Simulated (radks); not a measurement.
Effect of the nuclear size on the antimony ion Sb35+, [Ne] 3s2 3p4. Method: Dirac Kohn-Sham, relativistic LDA (MacDonald-Vosko exchange, VWN5 correlation), spin-unpolarised, spherical densities, finite nucleus; open shells fill j = l - 1/2 first; Fermi nuclear charge, rms radius 4.6802 fm; computed with a radial shooting solver on a logarithmic mesh with Libxc functionals. The rms radius is varied about that value; shifts are against it.

| rms radius (fm) | total energy shift (eV) | density at nucleus (e/bohr^3) | 1s1/2 shift (meV) | 2s1/2 shift (meV) | 2p1/2 shift (meV) | 3s1/2 shift (meV) | 3p1/2 shift (meV) | 3p3/2 shift (meV) | 4s1/2 (empty) shift (meV) |
|---|---|---|---|---|---|---|---|---|---|
| 3.8612 | -1.48 | 2.138e+05 | -614 | -72.6 | 2.92 | -17.9 | 0.743 | 1.18 | -6.73 |
| 4.4181 | -0.500 | 2.092e+05 | -207 | -24.5 | 0.984 | -6.04 | 0.251 | 0.399 | -2.27 |
| 4.6802 | 0 | 2.073e+05 | 0.000 | 0.000 | 0.000 | 0.000 | 0.000 | 0.000 | 0.000 |
| 4.8487 | 0.334 | 2.062e+05 | 139 | 16.4 | -0.658 | 4.04 | -0.168 | -0.267 | 1.52 |
| 5.7005 | 2.17 | 2.009e+05 | 902 | 107 | -4.28 | 26.3 | -1.09 | -1.74 | 9.88 |

Slopes of the eigenvalues against <r^2> in GHz/fm^2, as finite differences over the two radii next to the reference (eigenvalue slopes, not the field-shift constants of lines): 1s1/2 21000, 2s1/2 2480, 2p1/2 -99.5, 3s1/2 610, 3p1/2 -25.3, 3p3/2 -40.4, 4s1/2 (empty) 230.
